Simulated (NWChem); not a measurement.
System: C3H6BN; SMILES NB1C=CC1

NWChem input:

```
start job
memory heap 200 mb stack 900 mb global 1100 mb
geometry units angstroms noautosym nocenter noautoz
  N      0.034002    -1.916794    -0.000498
  B      0.040563    -0.525683     0.000798
  C      1.118477     0.602562     0.000656
  C      0.111449     1.506035    -0.000906
  C     -1.112424     0.604678     0.000503
  H     -0.818165    -2.460980    -0.001030
  H      0.878915    -2.472534    -0.000922
  H      2.197332     0.779243     0.000647
  H      0.146143     2.606364    -0.002900
  H     -1.754473     0.692703     0.894323
  H     -1.756018     0.691195    -0.892359
end
basis spherical
  * library def2-tzvp
end
dft
  xc pbe0
  iterations 150
  semidirect filesize 400000000
end
property
  efieldgrad
end
task dft property
```

Excerpt of the output:

```
             Northwest Computational Chemistry Package (NWChem) 7.3.0
             --------------------------------------------------------

                             Geometry "geometry" -> ""
                             -------------------------

 Output coordinates in angstroms (scale by  1.889725989 to convert to a.u.)

  No.       Tag          Charge          X              Y              Z
 ---- ---------------- ---------- -------------- -------------- --------------
    1 N                    7.0000     0.03400200    -1.91679400    -0.00049800
    2 B                    5.0000     0.04056300    -0.52568300     0.00079800
    3 C                    6.0000     1.11847700     0.60256200     0.00065600
    4 C                    6.0000     0.11144900     1.50603500    -0.00090600
    5 C                    6.0000    -1.11242400     0.60467800     0.00050300
    6 H                    1.0000    -0.81816500    -2.46098000    -0.00103000
    7 H                    1.0000     0.87891500    -2.47253400    -0.00092200
    8 H                    1.0000     2.19733200     0.77924300     0.00064700
    9 H                    1.0000     0.14614300     2.60636400    -0.00290000
   10 H                    1.0000    -1.75447300     0.69270300     0.89432300
   11 H                    1.0000    -1.75601800     0.69119500    -0.89235900

 Effective nuclear repulsion energy (a.u.)     146.5248165335

                              NWChem Property Module
                              ----------------------

  itol2e modified to match energy
  convergence criterion.

                                 NWChem DFT Module
                                 -----------------

 Summary of "ao basis" -> "ao basis" (spherical)
 ------------------------------------------------------------------------------
       Tag                 Description            Shells   Functions and Types
 ---------------- ------------------------------  ------  ---------------------
 N                         def2-tzvp                11       31   5s3p2d1f
 B                         def2-tzvp                11       31   5s3p2d1f
 C                         def2-tzvp                11       31   5s3p2d1f
 H                         def2-tzvp                 4        6   3s1p

  itol2e modified to match energy
  convergence criterion.

            General Information
            -------------------
          SCF calculation type: DFT
          Wavefunction type:  closed shell.
          No. of atoms     :    11
          No. of electrons :    36
           Alpha electrons :    18
            Beta electrons :    18
          Charge           :     0
          Spin multiplicity:     1
          Use of symmetry is: off; symmetry adaption is: off
          Maximum number of iterations: 150
          AO basis - number of functions:   191
                     number of shells:    79
          Convergence on energy requested:  1.00D-07
          Convergence on density requested:  1.00D-05
          Convergence on gradient requested:  5.00D-04

              XC Information
              --------------
                         PBE0 Method XC Functional
                     Hartree-Fock (Exact) Exchange  0.250
          PerdewBurkeErnzerhof Exchange Functional  0.750
            Perdew 1991 LDA Correlation Functional  1.000 local
           PerdewBurkeErnz. Correlation Functional  1.000 non-local

[...]

          -----------------------
          Electric field gradient
          -----------------------

 1 a.u. = 0.324123 10**(16) esu/cm**3  ( or statvolts/cm**2 ) = 0.97174 10**(22) v/m**2

 ------------------------------------------------------------
   Atom      X         Y         Z
 ------------------------------------------------------------
    1 N    0.06425  -3.62222  -0.00094
 ------------------------------------------------------------

 Electric field gradient in molecular frame (a.u.)
         XX             YY             ZZ             XY             XZ             YZ
 ------------------------------------------------------------------------------------------
       -0.509644      -0.094962       0.604607       0.003320      -0.000076      -0.000628

 Principal components (a.u.) and orientation
 of principal axis w.r.t. absolute frame                      Asymmetry parameter eta
 --------------------------------------------------------------------------------------
        0.604607      -0.509671      -0.094936                       0.685957

       -0.000071       0.999968       0.008005
       -0.000899      -0.008005       0.999968
        1.000000       0.000064       0.000899

 ------------------------------------------------------------
   Atom      X         Y         Z
 ------------------------------------------------------------
    2 B    0.07665  -0.99340   0.00151
 ------------------------------------------------------------

 Electric field gradient in molecular frame (a.u.)
         XX             YY             ZZ             XY             XZ             YZ
 ------------------------------------------------------------------------------------------
        0.188443       0.185537      -0.373979       0.002511       0.000060       0.000532

 Principal components (a.u.) and orientation
 of principal axis w.r.t. absolute frame                      Asymmetry parameter eta
 --------------------------------------------------------------------------------------
       -0.373980       0.189891       0.184088                       0.015516

       -0.000102       0.866229      -0.499646
       -0.000950       0.499646       0.866229
        1.000000       0.000563       0.000772

 ------------------------------------------------------------
   Atom      X         Y         Z
 ------------------------------------------------------------
    3 C    2.11362   1.13868   0.00124
 ------------------------------------------------------------

 Electric field gradient in molecular frame (a.u.)
         XX             YY             ZZ             XY             XZ             YZ
 ------------------------------------------------------------------------------------------
        0.106141       0.290251      -0.396392      -0.000733       0.000194      -0.000852

 Principal components (a.u.) and orientation
 of principal axis w.r.t. absolute frame                      Asymmetry parameter eta
 --------------------------------------------------------------------------------------
       -0.396393       0.290255       0.106138                       0.464482

       -0.000384      -0.003985       0.999992
        0.001240       0.999991       0.003985
        0.999999      -0.001242       0.000379

 ------------------------------------------------------------
   Atom      X         Y         Z
 ------------------------------------------------------------
    4 C    0.21061   2.84599  -0.00171
 ------------------------------------------------------------

 Electric field gradient in molecular frame (a.u.)
         XX             YY             ZZ             XY             XZ             YZ
 ------------------------------------------------------------------------------------------
        0.268882       0.155732      -0.424614      -0.102110       0.000201      -0.001286

 Principal components (a.u.) and orientation
 of principal axis w.r.t. absolute frame                      Asymmetry parameter eta
 --------------------------------------------------------------------------------------
       -0.424617       0.329044       0.095573                       0.549838

        0.000038       0.861578       0.507626
        0.002223      -0.507625       0.861575
        0.999998       0.001096      -0.001934

 ------------------------------------------------------------
   Atom      X         Y         Z
 ------------------------------------------------------------
    5 C   -2.10218   1.14268   0.00095
 ------------------------------------------------------------

 Electric field gradient in molecular frame (a.u.)
         XX             YY             ZZ             XY             XZ             YZ
 ------------------------------------------------------------------------------------------
       -0.030954       0.070423      -0.039469      -0.129927       0.000120       0.000029

 Principal components (a.u.) and orientation
 of principal axis w.r.t. absolute frame                      Asymmetry parameter eta
 --------------------------------------------------------------------------------------
        0.159199      -0.119730      -0.039469                       0.504156

       -0.564159       0.825666       0.001065
        0.825666       0.564158       0.000997
       -0.000222      -0.001442       0.999999

 ------------------------------------------------------------
   Atom      X         Y         Z
 ------------------------------------------------------------
    6 H   -1.54611  -4.65058  -0.00195
 ------------------------------------------------------------

 Electric field gradient in molecular frame (a.u.)
         XX             YY             ZZ             XY             XZ             YZ
 ------------------------------------------------------------------------------------------
       -0.240334       0.008793       0.231541      -0.267132      -0.000265      -0.000214

[...]
```

Level: PBE0/def2-TZVP. The geometry was optimised at PBE0/def2-SVP. NWChem prints the field gradient with the sign opposite to the second derivative of the potential.
